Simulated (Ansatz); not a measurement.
Basis-set extrapolation for CH4OSSi, SMILES `SC1O[SiH2]1` (PBE0-D4/def2-TZVP geometry, frozen core, Ansatz 0.2.0). Multiplicity 1, RHF reference.

|  | def2-TZVPP | def2-QZVPP |
| --- | --- | --- |
| HF | -801.561989 | -801.588256 |
| MP2 correlation | -0.699139 | -0.753604 |
| CCSD(T) correlation | -0.767838 | not run |

Energies in hartree. Use E(X) = E(∞) + A·exp(−7.88·√X) for Hartree–Fock and E(X) = E(∞) + B·X^(−2.97) for correlation, with X = 3 and 4, and add CCSD(T) minus MP2 of the smaller set to the MP2 limit.

Task: What is the CCSD(T) energy at the basis-set limit?

Result: HF limit: -801.588256 + (-0.026267) × 0.13774 = -801.59187. MP2 limit: -0.753604 + (-0.054465) × 0.74074 = -0.79395. Higher-order term: -0.767838 − (-0.699139) = -0.06870. Total: -802.45452 hartree, 327.4 kJ/mol below CCSD(T)/def2-TZVPP.
